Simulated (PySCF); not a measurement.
**ZrF(OH) + HCl → ZrFCl + H₂O**

Level: PBE0 in the def2-TZVP basis family, computed in PySCF with density fitting; scalar-relativistic core potentials for atoms from Rb on, none lighter, no spin–orbit coupling; open shells unrestricted.

```
species                                                                 state and structure      E (Eh)  ZPE (kJ/mol)  H(298 K) − H(0) (kJ/mol)  S° (J/(mol K))
ZrF(OH)  triplet, Cs, O–H 0.954 Å, Zr–F 1.925 Å, Zr–O 1.923 Å; F–Zr–O 141.2°, H–O–Zr 158.7°  -222.68444          37.3                      14.1           302.6
    HCl                                                          singlet, C∞v, H–Cl 1.279 Å  -460.66440          17.9                       8.7           186.6
  ZrFCl                            triplet, Cs, Zr–Cl 2.353 Å, Zr–F 1.902 Å; Cl–Zr–F 135.2°  -606.98519           6.7                      13.1           307.3
    H₂O                                        singlet, C2v, O–H 0.960 Å (×2); H–O–H 105.1°   -76.37736          56.5                       9.9           188.7
```

Question: What is the electronic reaction energy?

Answer: At PBE0/def2-TZVP, ΔE = -36.0 kJ/mol from the differences of the total energies times 2625.5, downhill. 

Question: Add zero-point, thermal and entropy terms for 298.15 K and 1 bar.

Answer: ΔZPE = 8.0 and Δ[H(298) − H(0)] = 0.2 kJ/mol give ΔH° = -27.8 kJ/mol. ΔS° = 6.8 J/(mol K), so ΔG° = -27.8 − 298.15 × (0.0068) = -30 kJ/mol and log₁₀K = 5.2.

Open d or f shells are single determinants, so the state found may not be the ground state. The structures come from searches over a few start shapes, so lower isomers are not excluded.
